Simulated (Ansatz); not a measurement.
Stepwise reaction of `[CH3][Y]([CH3])[OH]` with hydrogen fluoride, as a gas-phase model of exchange steps in deposition or etching. ΔE in kJ/mol; ΔG adds harmonic PBE0-D4 terms to CCSD(T)/CBS, at 1 bar.

Isolated molecules relaxed with PBE0-D4/def2-TZVP in Ansatz; ΔE leaves out vibrations. CCSD(T)/CBS is the MP2 limit (def2-TZVPP, def2-QZVPP) plus CCSD(T) − MP2 in def2-TZVPP, frozen cores. This one scheme is used for every species. DFT in def2-TZVPP. B3LYP here is the variant with VWN-RPA as its local correlation; programs differ in this. Elements past krypton have def2 core potentials. For Y outer-core shells are correlated without core-valence functions, which leaves a few kJ/mol of doubt a bond. One conformer a species, not always the lowest.

```csv
step,reaction,PBE-D4,B3LYP-D4,ωB97M-V,CCSD(T)/CBS,ΔG(500 K)
2,`[CH3][Y]([OH])[F]` + H–F → `[OH][Y]([F])[F]` + CH₄,-258.2,-267.3,-260.7,-255.5,-234.1
```

(1) Give the row of step 1, `[CH3][Y]([CH3])[OH]` + H–F → `[CH3][Y]([OH])[F]` + CH₄. (Estimate.)

(2) By hand: ΔE of the 2 steps together at CCSD(T)/CBS.

Answers

(1) The calculation gave: 
| step | reaction | PBE-D4 | B3LYP-D4 | ωB97M-V | CCSD(T)/CBS | ΔG(500 K) |
| --- | --- | --- | --- | --- | --- | --- |
| 1 | `[CH3][Y]([CH3])[OH]` + H–F → `[CH3][Y]([OH])[F]` + CH₄ | -262.4 | -271.7 | -266.9 | -260.7 | -237.3 |

(2) (-260.7) + (-255.5) = -516.2 kJ/mol, or -258.1 kJ/mol a step.

In ΔE each step is higher than the one before. All are downhill at CCSD(T)/CBS. ΔG lies between -237.3 and -234.1 kJ/mol a step. PBE-D4 differs from CCSD(T)/CBS by -2.7 to -1.7 kJ/mol a step. Isolated molecules leave out the surface, adducts and barriers. Largest T1 diagnostic: 0.015.
